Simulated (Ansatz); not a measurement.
Ansatz (an electronic-structure program) input (B2GP-PLYP/def2-TZVPD):

Ansatz 0.2 input:
```yaml
crystal:
  periodic: [false, false, false]
  atoms:
    - {symbol: Fe, position_ang: [-0.00000000, -0.00000000, -1.35066566]}
    - {symbol: Br, position_ang: [0.00000000, 0.00000000, 1.00335163]}
basis:
  gaussian:
    orbitals: def2-TZVPD
hamiltonian:
  xc: {name: B2GP-PLYP}
magnetization: {spin_polarized: true, initial_magnetization: 5}
correlation: {electrons: outside_noble_gas}
```

Output:

```
Functional definition: B2GP-PLYP
integrals: 0.08 GiB planned
806 factors; integrals over basis functions are off by at most 1.1e-3 eV
mean field: 0.69 GiB planned
mean field evaluation 1: about -104400.7634 eV, gradient 2.6e1 eV
mean field evaluation 2: about -104400.8689 eV, gradient 2.6e1 eV
mean field evaluation 4: about -104404.4012 eV, gradient 5.2e0 eV
mean field evaluation 8: about -104404.7353 eV, gradient 5.8e-1 eV
mean field evaluation 16: about -104404.7409 eV, gradient 1.5e-2 eV
mean field evaluation 32: about -104404.5385 eV, gradient 5.8e0 eV
mean field evaluation 64: about -104404.6100 eV, gradient 4.6e-1 eV
mean field -104404.74104060 eV, -3836.8034651669 hartree, gradient 5.5e-6 eV, S^2 8.755641; 6 other end points of the search recorded, 0 dependent functions left out
23 core orbitals not correlated
reference -104404.74113708 eV, -3836.8034687122 hartree; 10, 5 occupied and 72, 77 virtual orbitals, 806 factors
second order -9.48393845 eV of doubles, -0.00000000 eV of singles
Total energy: -104408.15535492 eV, -3836.9289389037 hartree
```

The spin state was set by rule; other spins were not relaxed.
